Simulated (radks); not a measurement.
Problem. These are the eigenvalues of the occupied orbitals of an atom or ion with whole-number occupations (hartree). Method: scalar-relativistic Kohn-Sham, r2SCAN, spin-polarised, spherical densities, finite nucleus; meta-GGA in the generalised Kohn-Sham scheme; Fermi nuclear charge, rms radius of each element as measured or else 0.836 A^(1/3) + 0.57 fm; computed with a radial shooting solver on a logarithmic mesh with Libxc functionals.

1s up: -237.3938
1s down: -237.3937
2s up: -27.95571
2s down: -27.85524
2p up: -23.66244
2p down: -23.58545
3s up: -3.64203
3s down: -3.39244
3p up: -2.44583
3p down: -2.19620
3d up: -0.61661
4s up: -0.47387

Which element is it, and in what charge state? The configuration may be excited. Open shells, if any, are filled with parallel spins first.

Solution. Z = 25, manganese, charge +1: Mn+ in [Ar] 3d5 4s1. The list shows which subshells hold electrons but not how many an open one holds; the 1s level, -237.39 hartree, gives Z - s = 21.8 by -(Z - s)^2/2, which with screening and relativity narrows Z to a few neighbours, and the depths of the outer levels then fix element, charge and occupations together.
